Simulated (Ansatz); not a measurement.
The cluster Mg₇⁺, relaxed as a doublet with UKS PBE0/def2-SVP in Ansatz, starting from the GFN1-xTB geometry. Force threshold 0.02 eV/Å.

The structure comes from a short search, and lower isomers may exist.

Start:

```xyz
7

Mg   -2.177    1.141    1.040
Mg   -1.495   -1.904    0.518
Mg    0.361    2.300   -1.001
Mg    0.453    2.206    1.988
Mg    1.811   -0.436   -1.747
Mg    1.283   -0.735    1.325
Mg   -0.235   -2.571   -2.124
```

(1) Estimate the energy that the relaxation releases and the steps that it takes.

(2) Does the start keep its bonding?

(3) Predict the relaxed structure.

## Answers

(1) 0.72 eV, in 18 steps; 89 s on 4 threads of Arm Neoverse V2 on a shared host. No frequencies were taken in this run, so the end may be a saddle point.

(2) Bonds formed: Mg1–Mg6, Mg2–Mg3, Mg3–Mg6, Mg3–Mg7, Mg6–Mg7 (atoms count from 1). The end is the same structure that another start reached, the lowest one found.

(3) 
```
atom   x (Å)   y (Å)   z (Å)
 Mg1  -1.900   0.976   1.947
 Mg2  -2.079  -1.388   0.037
 Mg3  -0.340   1.057  -1.035
 Mg4   0.800   2.443   1.613
 Mg5   2.524  -0.222  -1.676
 Mg6   0.869  -0.711   1.031
 Mg7   0.127  -2.154  -1.918
```
Bond lengths (bridged metal pairs left out): 15 × Mg–Mg 2.98 to 3.37 Å.
